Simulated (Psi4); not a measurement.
CH3, charge -1, singlet, geometry from GFN2-xTB (a gas-phase anion, which may not be bound at this level); Psi4 1.11 with CCSD(T)/aug-cc-pVDZ.

Psi4 was given this input:
```
memory 2 GB

molecule {
-1 1
  C     0.09443537    0.09844229    0.10070566
  H    -0.62720871   -0.62142525    0.62463322
  H     0.66399153   -0.60849894   -0.59880803
  H    -0.60339501    0.63927042   -0.63005917
}

set basis aug-cc-pvdz
set freeze_core true
set mp2_type conv
set scf_type pk
set puream true
set d_convergence 1e-8

energy('ccsd(t)')
print_variables()
```

The log (banner, timings and long lists left out):

```
   => Loading Basis Set <=

    Name: AUG-CC-PVDZ
    Role: ORBITAL
    Keyword: BASIS

         ---------------------------------------------------------
                                   SCF
               by Justin Turney, Rob Parrish, Andy Simmonett
                          and Daniel G. A. Smith
                              RHF Reference
         ---------------------------------------------------------

  ==> Geometry <==

    Molecular point group: cs
    Full point group: C1

    Geometry (in Angstrom), charge = -1, multiplicity = 1:

       Center              X                  Y                   Z               Mass
    ------------   -----------------  -----------------  -----------------  -----------------
         C           -0.085021477264    -0.057020476371     0.000000000000    12.000000000000
         H            0.051429598477     0.652780362757    -0.889406214588     1.007825032230
         H            0.909476967102    -0.626627682013     0.000000000000     1.007825032230
         H            0.051429598477     0.652780362757     0.889406214588     1.007825032230

  Running in cs symmetry.

  Rotational constants: A =      7.59572  B =      7.59572  C =      5.28629 [cm^-1]
  Rotational constants: A = 227713.83461  B = 227713.83380  C = 158479.00965 [MHz]
  Nuclear repulsion =    9.203633629764072

  Charge       = -1
  Multiplicity = 1
  Electrons    = 10
  Nalpha       = 5
  Nbeta        = 5

  ==> Algorithm <==

  SCF Algorithm Type is PK.
  DIIS enabled.
  MOM disabled.
  Fractional occupation disabled.
  Guess Type is SAD.
  Energy threshold   = 1.00e-08
  Density threshold  = 1.00e-08
  Integral threshold = 1.00e-12

  ==> Primary Basis <==

  Basis Set: AUG-CC-PVDZ
    Blend: AUG-CC-PVDZ
    Number of shells: 24
    Number of basis functions: 50
    Number of Cartesian functions: 52
    Spherical Harmonics?: true
    Max angular momentum: 2

  ==> Integral Setup <==

  Using in-core PK algorithm.
   Calculation information:
      Number of atoms:                   4
      Number of AO shells:              24
      Number of primitives:             46
      Number of atomic orbitals:        52
      Number of basis functions:        50

      Integral cutoff                 1.00e-12
      Number of threads:                 1

  Performing in-core PK
  Using 1626900 doubles for integral storage.
  We computed 45150 shell quartets total.
  Whereas there are 45150 unique shell quartets.

[...]
  @RHF Final Energy:   -39.50845904342153
    Total Energy =                        -39.5084590434215315
[...]
              1  12         0.0062721923

    Largest TIjAb Amplitudes:
      2   2   2   2        -0.0591415983
      2   2   2   8         0.0358684793
      2   2   8   2         0.0358684793
      3   3  30  30        -0.0343589842
      1   1   5   5        -0.0343589834
      2   2   8   8        -0.0291705029
      3   3  37  37        -0.0263074995
      1   1  15  15        -0.0263074993
      2   2  13  13        -0.0239813486
      3   3  30  37        -0.0232275748

    SCF energy       (wfn)                    =  -39.508459043421531
    Reference energy (file100)                =  -39.508459043421567

    Opposite-spin MP2 correlation energy      =   -0.145489702730674
    Same-spin MP2 correlation energy          =   -0.039581205223624
    Singles MP2 correlation energy            =   -0.000000000000000
    MP2 correlation energy                    =   -0.185070907954298
      * MP2 total energy                      =  -39.693529951375865

    Opposite-spin CCSD correlation energy     =   -0.167707692515517
    Same-spin CCSD correlation energy         =   -0.035904338486617
    Singles CCSD correlation energy           =    0.000000000000000
    CCSD correlation energy                   =   -0.203612031002134
      * CCSD total energy                     =  -39.712071074423704

            **************************
            *                        *
            *        CCTRIPLES       *
            *                        *
            **************************

    Wave function   =    CCSD_T
    Reference wfn   =      RHF

    Nuclear Rep. energy (wfn)                =    9.203633629764072
    SCF energy          (wfn)                =  -39.508459043421531
    Reference energy    (file100)            =  -39.508459043421567
    CCSD energy         (file100)            =   -0.203612031002134
    Total CCSD energy   (file100)            =  -39.712071074423704

    Number of ijk index combinations:               20
    Approx. words needed per explicit thread:           87808
    Number of threads for explicit ijk threading:    1

    MKL num_threads set to 1 for explicit threading.

    (T) energy                                =   -0.007491212271897
      * CCSD(T) total energy                  =  -39.719562286695599

  Variable Map:
  ----------------------------------------------------------------------------
[...]
  Array Variable Map:
  ----------------------------------------------------------------------------
[...]
[...]
```
